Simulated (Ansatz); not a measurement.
Mulliken charges of CH$_{5}$InO$_{2}$Si, SMILES `O=[CH][InH][SiH2]O` from ωB97M-V/def2-TZVPP in Ansatz (PBE0-D4/def2-TZVP geometry).

```json
{"atom": "O1", "x (Å)": "-0.553", "y (Å)": "1.949", "z (Å)": "0.735", "charge (e)": "-0.288"}
{"atom": "C2", "x (Å)": "0.421", "y (Å)": "1.518", "z (Å)": "1.314", "charge (e)": "-0.049"}
{"atom": "In3", "x (Å)": "1.183", "y (Å)": "-0.520", "z (Å)": "0.692", "charge (e)": "0.301"}
{"atom": "Si4", "x (Å)": "-0.512", "y (Å)": "-1.153", "z (Å)": "-1.145", "charge (e)": "0.294"}
{"atom": "O5", "x (Å)": "-1.500", "y (Å)": "0.153", "z (Å)": "-1.299", "charge (e)": "-0.405"}
{"atom": "H6", "x (Å)": "0.864", "y (Å)": "2.164", "z (Å)": "2.111", "charge (e)": "0.096"}
{"atom": "H7", "x (Å)": "2.577", "y (Å)": "-1.163", "z (Å)": "1.478", "charge (e)": "-0.074"}
{"atom": "H8", "x (Å)": "0.149", "y (Å)": "-1.454", "z (Å)": "-2.446", "charge (e)": "-0.043"}
{"atom": "H9", "x (Å)": "-1.289", "y (Å)": "-2.369", "z (Å)": "-0.769", "charge (e)": "-0.046"}
{"atom": "H10", "x (Å)": "-1.339", "y (Å)": "0.873", "z (Å)": "-0.670", "charge (e)": "0.214"}
```

Question: By hand: the dipole of these point charges (1 e Å = 4.8032 D).

Answer: Σ q r = (0.610, -0.541, 0.212) e Å, of length 0.842 e Å = 4.04 D.

Question: How does the dipole of the full density compare? (Estimate.)

Answer: Ansatz gave: (0.530, -0.168, 0.374) e Å, 3.22 D; the point charges give 1.25 times that, at 29° from its direction.

Point charges leave out the atoms' own dipoles, such as those of lone pairs, and Mulliken's split depends on the basis, so the two needn't agree.
